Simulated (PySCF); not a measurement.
**Shifts of the heteroatoms**

Geometry:
```tsv
atom	x (Å)	y (Å)	z (Å)
C1	3.412	0.394	0.057
Si2	1.888	-0.462	-0.710
Si3	0.036	-0.127	0.611
N4	-0.139	1.301	1.584
O5	0.109	-1.381	1.649
N6	-1.442	-0.187	-0.336
Si7	-2.452	-1.591	-0.203
Si8	-1.919	1.189	-1.274
H9	4.299	0.248	-0.552
H10	3.626	-0.001	1.046
H11	3.260	1.465	0.158
H12	2.263	-1.874	-0.909
H13	1.751	0.088	-2.075
H14	0.600	1.515	2.237
H15	-0.441	2.145	1.127
H16	-0.573	-1.494	2.306
H17	-1.610	-2.782	-0.317
H18	-3.431	-1.540	-1.286
H19	-3.148	-1.598	1.094
H20	-2.485	0.723	-2.539
H21	-2.902	2.005	-0.549
H22	-0.710	1.984	-1.519
```

- GIAO PBE0/pcSseg-1 shieldings
- geometry: GFN2-xTB
- program: PySCF
- non-relativistic, a single conformation, gas phase, fast rotation and ring inversion assumed for equivalent nuclei

(1) Predict the $^{29}$Si NMR data.

(2) Predict the $^{15}$N NMR data.

(3) What are the $^{17}$O shifts?

Results:

(1) 
| atoms | environment | σ (ppm) | δ (ppm) |
| --- | --- | --- | --- |
| Si3 | silicon bonded to 2 N, O, Si | 364.3 | -19.5 |
| Si7/Si8 | silicon bonded to N, 3 H | 406.9 | -54.5 |
| Si2 | silicon bonded to C, Si, 2 H | 437.1 | -79.3 |

Shieldings were converted by a linear fit to measured shifts: $^{29}$Si: δ = 279.94 − 0.822σ (rms 8.9 ppm, 72 shifts, 25.8 ppm with the 6 outliers that the fit left out vs TMS, solution or neat liquid). A few per cent of atoms miss by over 2 rms, more outside the fitted compound classes.

On a 400 MHz spectrometer $^{29}$Si resonates near 79.5 MHz, so 1 ppm is 79.5 Hz.

(2) 
```
atoms                 environment  σ (ppm)  δ (ppm)
   N4  nitrogen bonded to Si, 2 H    224.8   -355.2
   N6     nitrogen bonded to 3 Si    250.6   -378.9
```

Shieldings were converted by a linear fit to measured shifts: $^{15}$N: δ = -148.07 − 0.921σ (rms 6.3 ppm, 71 shifts vs CH3NO2, solution or neat liquid). Occasional misses reach two or three times the rms, and more in compound classes unlike the fitted ones.

On a 600 MHz spectrometer $^{15}$N resonates near 60.8 MHz, so 1 ppm is 60.8 Hz.

(3) 
```csv
atoms,environment,σ (ppm),δ (ppm)
O5,"oxygen bonded to Si, H",270.2,20.6
```

Shieldings were converted by a linear fit to measured shifts: $^{17}$O: δ = 266.70 − 0.911σ (rms 10.7 ppm, 155 shifts, 12.2 ppm with the 3 outliers that the fit left out vs liquid water, solution or neat liquid). Occasional misses reach two or three times the rms, and more in compound classes unlike the fitted ones.

On a 600 MHz spectrometer $^{17}$O resonates near 81.3 MHz, so 1 ppm is 81.3 Hz.
